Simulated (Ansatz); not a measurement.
One geometry of PtS2, several levels of theory.

```yaml
crystal:
  periodic: [false, false, false]
  atoms:
    - {symbol: Pt, position_ang: [0.000987, -0.001074, -0.004960]}
    - {symbol: S, position_ang: [-1.771731, 0.924045, -0.550671]}
    - {symbol: S, position_ang: [1.770744, -0.922961, 0.555631]}
basis:
  gaussian: {orbitals: def2-TZVP, initial_orbitals: start.molden}
hamiltonian: {xc: pbe}
correlation: {method: rpa}
scf: {omitted_lower_state_checks: [starts]}
```

The file start.molden holds the orbitals of an earlier run on this structure, at another level or in another basis.

```sh
$ ansatz run in.yaml --threads 4 --pin off --events-out ev --progress --plain --max-ram 3916MiB
```

Output, abridged:

```
Functional definition: PBE
810 factors; integrals over basis functions are off by at most 9.0e-4 eV
mean field evaluation 1: about -24911.8466 eV, gradient 1.1e1 eV
mean field evaluation 2: about -24911.9435 eV, gradient 1.6e-1 eV
mean field evaluation 4: about -24911.9433 eV, gradient 4.2e-4 eV
mean field evaluation 8: about -24911.9433 eV, gradient 2.7e-6 eV
mean field -24911.94328257 eV, -915.4970297127 hartree, gradient 2.8e-6 eV, S^2 0.000000; 0 other end points of the search recorded, 0 dependent functions left out
10 core orbitals not correlated: weight in the atoms' cores, before any rotation towards them, 1.000 or more for the frozen orbitals, at most 0.000 for the correlated occupied ones
reference -24854.13632115 eV, -913.3726630636 hartree; 15, 15 occupied and 89, 89 virtual orbitals, 810 factors
Total energy: -24887.12041532 eV, -914.5848061670 hartree
Checks for a lower state left out: starts
```

It took 1.4 s on 4 threads of Arm Neoverse V2 on a shared host.

The first input with `hamiltonian: {xc: hse06, dispersion: d4}`, `output: {forces: true, orbitals: {seedname: orbitals}}` and without the key `correlation` (abridged; 1.2 s):

```
Functional definition: HSE06
mean field -24910.82764000 eV, -915.4560306047 hartree, gradient 1.6e-5 eV, S^2 0.000000
Total energy: -24910.91342049 eV, -915.4591829795 hartree
Atom 0 force    -0.000858     0.000937     0.004311 eV/Å
Atom 1 force     0.378787    -0.197740     0.116004 eV/Å
Atom 2 force    -0.377929     0.196803    -0.120316 eV/Å
Dipole moment:    -0.000142     0.000154     0.000711 e Å
Checks for a lower state left out: starts
```

First input, but with `hamiltonian: {xc: {text: "exchange = 0.50*pbe_x + 0.50*exact_x\ncorrelation = pbe_c"}}`, `output: {orbitals: {seedname: orbitals}}` and without the key `correlation` (abridged; 0.9 s):

```
Functional definition: unnamed
mean field -24910.59620496 eV, -915.4475255237 hartree, gradient 1.5e-5 eV, S^2 0.000000
Total energy: -24910.59622036 eV, -915.4475260896 hartree
Checks for a lower state left out: starts
```

First input, but with `hamiltonian: {xc: pbe, dispersion: d4}`, `output: {orbitals: {seedname: orbitals}}` and without the key `correlation` (abridged; 0.7 s):

```
Functional definition: PBE
mean field -24911.94328696 eV, -915.4970298741 hartree, gradient 1.8e-5 eV, S^2 0.000000
Total energy: -24912.04692456 eV, -915.5008384857 hartree
Checks for a lower state left out: starts
```

First input, but with `gaussian: {orbitals: def2-TZVPD, initial_orbitals: start.molden}`, `hamiltonian: {xc: r2scan, dispersion: d4}`, `output: {orbitals: {seedname: orbitals}}` and without the key `correlation` (abridged; 2.4 s):

```
Functional definition: r2SCAN
mean field -24919.55144772 eV, -915.7766246251 hartree, gradient 9.9e-6 eV, S^2 0.000000
Total energy: -24919.57264570 eV, -915.7774036366 hartree
Checks for a lower state left out: starts
```

First input, but with `gaussian: {orbitals: def2-SVP, initial_orbitals: start.molden}`, `hamiltonian: {xc: pbe, dispersion: d4}`, `output: {orbitals: {seedname: orbitals}}` and without the key `correlation` (abridged; 0.4 s):

```
Functional definition: PBE
mean field -24903.98543979 eV, -915.2045843846 hartree, gradient 2.1e-5 eV, S^2 0.000000
Total energy: -24904.08908038 eV, -915.2083931062 hartree
Checks for a lower state left out: starts
```

As the first input, with `hamiltonian: {xc: {name: wB97X-V}}`, `output: {orbitals: {seedname: orbitals}}` and without the key `correlation` (abridged; 4 s):

```
Functional definition: wB97X-V
mean field -24913.68564508 eV, -915.5610603542 hartree, gradient 2.6e-5 eV, S^2 0.000000
Total energy: -24913.68564355 eV, -915.5610602979 hartree
Checks for a lower state left out: starts
```

Geometry: r2SCAN-D4/def2-TZVP.

In the def2 sets Pt takes a core potential; there is no spin–orbit coupling. HSE06 is defined as in plane-wave codes, on full-range PBE exchange. Correlated methods freeze 10 core orbitals; core or outer-core shells of Pt are correlated, in sets that lack core-valence functions. The restricted singlet is unstable towards broken spin symmetry at other levels; at HSE06-D4/def2-TZVP, PBE with 50 % exact exchange/def2-TZVP, r2SCAN-D4/def2-TZVPD, PBE-D4/def2-SVP and others this wasn't settled. The order of the spin states hangs on the level: the triplet lies 0.10 eV below the singlet at PBE with 50 % exact exchange/def2-TZVP, but 0.73 eV above it at RPA@PBE/def2-TZVP. The singlet is doubtful at PBE with 50 % exact exchange/def2-TZVP (restricted singlet, unstable towards broken spin symmetry at other levels and untested here). The structure comes from a short search, and lower isomers may exist.
